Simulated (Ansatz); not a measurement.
One geometry of (BeO)6 prism (Be₆O₆), several levels of theory.

```yaml
crystal:
  periodic: [false, false, false]
  atoms:
    - {symbol: Be, position_ang: [-1.100873, -1.189838, -0.328781]}
    - {symbol: Be, position_ang: [0.866424, -0.710869, 1.216431]}
    - {symbol: Be, position_ang: [1.042716, -0.187730, -1.269322]}
    - {symbol: Be, position_ang: [-0.866412, 0.710875, -1.216431]}
    - {symbol: Be, position_ang: [-1.042728, 0.187743, 1.269345]}
    - {symbol: Be, position_ang: [1.100860, 1.189810, 0.328769]}
    - {symbol: O, position_ang: [-0.531376, -1.415070, 1.115147]}
    - {symbol: O, position_ang: [1.853122, -0.300556, 0.068666]}
    - {symbol: O, position_ang: [-0.334971, -0.833328, -1.649997]}
    - {symbol: O, position_ang: [-1.853114, 0.300588, -0.068652]}
    - {symbol: O, position_ang: [0.334961, 0.833325, 1.650002]}
    - {symbol: O, position_ang: [0.531390, 1.415051, -1.115165]}
basis:
  gaussian: {orbitals: def2-TZVP, initial_orbitals: start.molden}
hamiltonian: {xc: pbe0, dispersion: d4}
scf: {omitted_lower_state_checks: [starts]}
output: {orbitals: {seedname: orbitals}}
```

The file start.molden holds the orbitals of an earlier run on this structure, at another level or in another basis.

```sh
$ ansatz run in.yaml --threads 4 --pin off --events-out ev --progress --plain --max-ram 4787MiB
```

Shortened log:

```
Functional definition: PBE0
1752 factors; their error is unknown
mean field evaluation 1: about -14580.7377 eV, gradient 3.0e2 eV
mean field evaluation 2: about -14650.0872 eV, gradient 9.6e1 eV
mean field evaluation 4: about -14698.5774 eV, gradient 2.9e0 eV
mean field evaluation 8: about -14698.6429 eV, gradient 8.4e-4 eV
mean field -14698.64289490 eV, -540.1651632897 hartree, gradient 1.1e-5 eV, S^2 0.000000; 0 other end points of the search recorded, 0 dependent functions left out
reference -14698.64295132 eV, -540.1651653628 hartree; 36, 36 occupied and 264, 264 virtual orbitals, 1752 factors
Total energy: -14699.09891062 eV, -540.1819215580 hartree
Checks for a lower state left out: starts
```

It took 13 s on 4 threads of Arm Neoverse V1 on a shared host, peak host memory 1.1 GiB.

First input, but with `gaussian: {orbitals: STO-3G}`, `hamiltonian: {xc: hf}` (abridged; 0.35 s):

```
Functional definition: HF
mean field -14440.84637887 eV, -530.6913160662 hartree, gradient 1.1e-5 eV, S^2 0.000000
Total energy: -14440.84637887 eV, -530.6913160662 hartree
Checks for a lower state left out: starts
```

As the first input, with `gaussian: {orbitals: def2-SVP, initial_orbitals: start.molden}` (abridged; 4.4 s):

```
Functional definition: PBE0
mean field -14680.52333582 eV, -539.4992817753 hartree, gradient 7.8e-5 eV, S^2 0.000000
Total energy: -14680.97935155 eV, -539.5160400444 hartree
Checks for a lower state left out: starts
```

First input, but with `gaussian: {orbitals: def2-SVP, initial_orbitals: start.molden}`, `correlation: {method: ccsd_t}` and without the key `hamiltonian` (abridged; 76 s):

```
Functional definition: HF
mean field -14619.95983366 eV, -537.2736141223 hartree, gradient 2.0e-6 eV, S^2 0.000000
6 core orbitals not correlated: weight in the atoms' cores, before any rotation towards them, 1.000 or more for the frozen orbitals, at most 0.000 for the correlated occupied ones
second order -34.95800214 eV of doubles, -0.00000000 eV of singles
cycle   1  -34.01054097 eV  change    9.5e-1 eV  update   1.6e-1
cycle   2  -34.87063232 eV  change   -8.6e-1 eV  update   4.4e-2
cycle   3  -35.11044870 eV  change   -2.4e-1 eV  update   2.5e-2
cycle   4  -35.08653443 eV  change    2.4e-2 eV  update   5.5e-3
cycle   5  -35.08022601 eV  change    6.3e-3 eV  update   2.6e-3
cycle   6  -35.08156857 eV  change   -1.3e-3 eV  update   7.8e-4
cycle   7  -35.08140583 eV  change    1.6e-4 eV  update   2.6e-4
cycle   8  -35.08120359 eV  change    2.0e-4 eV  update   9.7e-5
cycle   9  -35.08117793 eV  change    2.6e-5 eV  update   3.0e-5
perturbative correction -0.83890129 eV, -0.0308290539 hartree
Total energy: -14655.87991288 eV, -538.5936526861 hartree
Checks for a lower state left out: starts
```

As the first input, with `hamiltonian: {xc: {name: BLYP}, dispersion: d4}` (abridged; 8 s):

```
Functional definition: BLYP
mean field -14713.51008788 eV, -540.7115225543 hartree, gradient 1.4e-5 eV, S^2 0.000000
Total energy: -14714.71098058 eV, -540.7556545468 hartree
Checks for a lower state left out: starts
```

First input, but with `hamiltonian: {xc: pbe, dispersion: d4}`, `output: {forces: true, orbitals: {seedname: orbitals}}` (abridged; 8 s):

```
Functional definition: PBE
mean field -14698.02182997 eV, -540.1423395742 hartree, gradient 1.3e-5 eV, S^2 0.000000
Total energy: -14698.56227393 eV, -540.1622005236 hartree
Atom 0 force     0.462875     0.989969     0.240108 eV/Å
Atom 1 force    -0.602325     0.730752    -0.596014 eV/Å
Atom 2 force    -0.698760     0.447366     0.750420 eV/Å
Atom 3 force     0.601961    -0.730917     0.596138 eV/Å
Atom 4 force     0.698863    -0.447657    -0.750799 eV/Å
Atom 5 force    -0.462740    -0.989523    -0.239781 eV/Å
Atom 6 force    -0.003456    -0.046895     0.019060 eV/Å
Atom 7 force     0.044700    -0.025493    -0.001084 eV/Å
Atom 8 force    -0.000255    -0.035993    -0.036152 eV/Å
Atom 9 force    -0.044643     0.025258     0.001002 eV/Å
Atom 10 force     0.000354     0.036014     0.036131 eV/Å
Atom 11 force     0.003425     0.047119    -0.019030 eV/Å
Dipole moment:    -0.000011    -0.000011     0.000004 e Å
Checks for a lower state left out: starts
```

The first input with `gaussian: {orbitals: def2-SVP, initial_orbitals: start.molden}`, `hamiltonian: {xc: pbe, dispersion: d4}` (abridged; 2.6 s):

```
Functional definition: PBE
mean field -14680.05845275 eV, -539.4821976375 hartree, gradient 1.2e-5 eV, S^2 0.000000
Total energy: -14680.59889466 eV, -539.5020585112 hartree
Checks for a lower state left out: starts
```

Geometry: r2SCAN-D4/def2-SVP.

Correlated methods freeze 6 core orbitals. Another isomer (singlet) lies 0.03 eV lower at PBE-D4/def2-SVP; other spin states weren't run for this one.
